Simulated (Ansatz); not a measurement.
Gas-phase electronic energies from Ansatz, PBE0-D4/def2-TZVP geometries. CCSD(T)/CBS is the MP2 limit (def2-TZVPP, def2-QZVPP) plus CCSD(T) − MP2 in def2-TZVPP, frozen cores. This one scheme is used for every species. Functionals use def2-TZVPP. B3LYP here is the variant with VWN-RPA as its local correlation; programs differ in this. For Ge outer-core shells are correlated without core-valence functions, which leaves a few kJ/mol of doubt a bond. Scalar relativity is left out up to krypton. One conformer a species, not always the lowest.

Reaction (cleavage of the Si–Ge bond): `N[SiH](Cl)[GeH3]` + CH₃OH → `CO[SiH](N)Cl` + GeH₄

```csv
level,ΔE (kcal/mol)
PBE-D4,-19.4
PBE0-D4,-20.9
ωB97M-V,-24.9
PBE0,-20.9
B3LYP,-23.8
HF/def2-TZVPP,-28.8
CCSD(T)/def2-TZVPP,-24.5
HF/CBS(def2),-29.4
```

(1) What does CCSD(T)/CBS give? (An estimate is asked.)

Largest T1 diagnostic among the species: 0.012.

## Answers

(1) Computed: -23.7 kcal/mol. The listed levels differ from it by 4.3, 2.8, -1.2, 2.8, -0.1, -5.1, -0.8, -5.7 kcal/mol.

From PBE to PBE0 (25 % exact exchange), in def2-TZVPP and without D4, ΔE moves by −1.6 kcal/mol. In def2-TZVPP, CCSD(T) changes the Hartree–Fock value by +4.4 kcal/mol (the triples alone add +0.4 kcal/mol) and MP2 by +3.5 kcal/mol.
